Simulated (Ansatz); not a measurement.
Gas-phase electronic energies from Ansatz, PBE0-D4/def2-TZVP geometries. CBS: MP2 limit from def2 TZ/QZ plus the TZ coupled-cluster correction, frozen cores. This one scheme is used for every species. DFT in def2-TZVPP. B3LYP here is the variant with VWN-RPA as its local correlation; programs differ in this. One conformer a species, not always the lowest.

Consider the substitution at a C–Si bond: `C[Si](Cl)(Cl)C#N` + `OBO` → `N#COBO` + `C[SiH](Cl)Cl`.

| level | ΔE (kJ/mol) |
| --- | --- |
| PBE | 114.1 |
| B3LYP | 118.1 |
| MP2/def2-TZVPP | 142.2 |
| CCSD(T)/def2-TZVPP | 134.8 |
| MP2/def2-QZVPP | 143.5 |
| SCS-MP2/def2-QZVPP | 139.3 |
| HF/CBS(def2) | 117.1 |
| CCSD/CBS(def2) | 135.9 |

What does CCSD(T)/CBS give? (Best estimate.)

The calculation gave: +137.4 kJ/mol. The listed levels differ from it by -23.3, -19.3, 4.8, -2.6, 6.1, 1.9, -20.3, -1.5 kJ/mol.

Largest T1 diagnostic among the species: 0.015.

The D4 term adds +5.5 kJ/mol with B3LYP and +3.1 kJ/mol with PBE0; it sums over pairs of atoms, weighted by their polarisabilities, and B3LYP, whose exchange is more repulsive, gets the larger term. In def2-TZVPP, CCSD(T) changes the Hartree–Fock value by +17.1 kJ/mol (the triples alone add +1.5 kJ/mol) and MP2 by +24.5 kJ/mol.
